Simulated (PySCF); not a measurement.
Gas-phase reaction: GeH₃Cl + GeHCl = 2 GeH₂ + 2 Cl

Method: PySCF energies plus ideal-gas RRHO corrections (1 bar). † marks an energy on the PBE0/def2-TZVP geometry and frequencies; other levels use their own. MP2 freezes the core. Open shells (unrestricted): Cl (multiplicity 2); the rest are closed-shell singlets. Spin-orbit splitting is ignored; it lowers the true energy and changes the entropy of Cl. B3LYP is the form with VWN-RPA correlation. Ge: all electrons, no relativistic terms. GeHCl, GeH₂: computed as isolated molecules; such fragments, hydroxides, amides, oligomers or adducts are transient or little studied in the gas. MP2 isn't extrapolated to the basis-set limit.

PBE/def2-SVP gives ΔH°(298 K) = 776 kJ.

### Question
What do r2SCAN/def2-TZVP†, B3LYP/def2-TZVP†, MP2/def2-SVP† give?

### Answer
r2SCAN/def2-TZVP†: 791 kJ; B3LYP/def2-TZVP†: 727 kJ; MP2/def2-SVP†: 737 kJ. For scale, ΔH°(298 K) is 776 kJ at this level, 767 kJ at ωB97M-V/def2-TZVP†, and runs from 570 to 892 kJ over the 20 levels computed († marks an energy on the PBE0/def2-TZVP geometry).
